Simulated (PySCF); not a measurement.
**Interval between two levels of Hg⁺ by level of theory**

Hg⁺ [Xe] 4f14 5d10 6s1 [2S1/2, M_J = 1/2] → Hg⁺ [Xe] 4f14 5d9 6s2 [2D5/2, M_J = 5/2], as a difference of total energies. Computed with PySCF 2.14 in x2c-SVPall-2c with one added diffuse shell each of s, p, d type (8s11p10d2f, 105 functions), with the two-component X2C-1e Hamiltonian. Correlated levels: [Kr] 4d10 4f14 frozen; the 22 highest virtual spinors dropped. "Screened" scales the spin-orbit matrix elements by Boettger's factors to mimic the two-electron term; Breit and QED terms are absent.

| method | interval between two levels (cm⁻¹) | error (cm⁻¹) |
| --- | --- | --- |
| GHF (screened spin-orbit) | 38626 | +3111 |
| GMP2 (screened spin-orbit) | 39040 | +3526 |

Reference: 35515 cm⁻¹ (measured; NIST Handbook of Basic Atomic Spectroscopic Data (Sansonetti and Martin, J. Phys. Chem. Ref. Data 34, 1559 (2005))).

Errors of the correlated levels include the incompleteness of this basis and the frozen core.
